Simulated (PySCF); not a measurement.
## C6H9NOSi: full NMR table

* Formula: C6H9NOSi
* SMILES: N#C/C=C1\C[SiH2]CCO1
* Point group of the computed structure: C1
* Degrees of unsaturation: 4
* Carbon signals: 6
* Proton signals: 5

Atoms are numbered as in `[N:1]#[C:2]/[CH:3]=[C:4]1\[CH2:5][SiH2:6][CH2:7][CH2:8][O:9]1` (H(Xn): hydrogen on atom n).

PySCF 2.14.0 with density-fitted response routines calculation with coordinates at the GFN2-xTB level and PBE0/pcSseg-1 with gauge-including orbitals; equivalent nuclei averaged, a single conformation, relativity neglected, no solvent model.

Shifts are taken against calculated references (same method and geometry level): $^{1}$H, $^{13}$C, $^{29}$Si vs TMS; $^{15}$N vs NH3; $^{17}$O against H2O.

| carbon | δC, type | δH (multiplicity) | HMBC from (2–3 bonds) | span of the C tensor (ppm) |
| --- | --- | --- | --- | --- |
| C2 | 123.1, C | – | H(C3) | 341 |
| C3 | 78.5, CH | 4.62 (s) | H(C5) | 121 |
| C4 | 182.5, C | – | H(C3), H(C8), H(Si6), H(C5) | 216 |
| C5 | 13.4, CH2 | 2.46 (m) | H(C3), H(Si6), H(C7) | 29 |
| C7 | 9.4, CH2 | 1.05 (m) | H(C8), H(Si6), H(C5) | 36 |
| C8 | 66.1, CH2 | 4.33 (m) | H(Si6), H(C7) | 74 |

Other nuclei:
```csv
atoms,nucleus,environment,δ (ppm),σ (ppm)
H(Si6),$^{1}$H,"hydrogen on a silicon bonded to 2 C, in a 6-membered ring",4.31,27.40
Si6,$^{29}$Si,"silicon bonded to 2 C, 2 H, in a 6-membered ring",-50.1,399.2
N1,$^{15}$N,nitrile nitrogen,320.5,-52.8
O9,$^{17}$O,ether oxygen,164.5,171.6
```

Carbon types of the structure: 2 × C, 1 × CH, 3 × CH2, leaving 2 H on heteroatoms. δC 182.5: alkene carbon bearing oxygen; an sp2 carbon further deshielded by the attached heteroatom. δC 123.1: nitrile carbon; C≡N carbons fall here, among the sp2 signals but without a proton. δC 78.5: β carbon of an enol-ether or enamine type C=C; the O or N lone pair pushes π density onto this β carbon and shields it. δC 66.1: sp3 CH2 bonded to O; the inductive effect lowers its shielding. δC 9.4: sp3 CH2 bonded to Si; an electropositive neighbour leaves it electron-rich and shielded.

Shifts are as computed. Against solution values, carbons near 30 ppm lie about +3 ppm off and those near 130 ppm about +5 ppm. Of 1309 compounds with measured shifts, 239 miss one by over three times the rms of a fit or turn the order of signals round; such compounds aren't used in these exercises. Experimental scales use liquid or dissolved standards, which lie at an offset from isolated NH3 (liquid NH3: subtract about 20 ppm) and H2O (liquid H2O: subtract about 36 ppm). Unscaled 15N shifts of sp2 nitrogen come out 20 to 40 ppm too high even then. No couplings were computed; multiplicities are counted from neighbouring protons, with m where these are inequivalent, close in shift, in a saturated or five-membered ring or joined by F or P, and br s for small geminal =CH2 splittings.
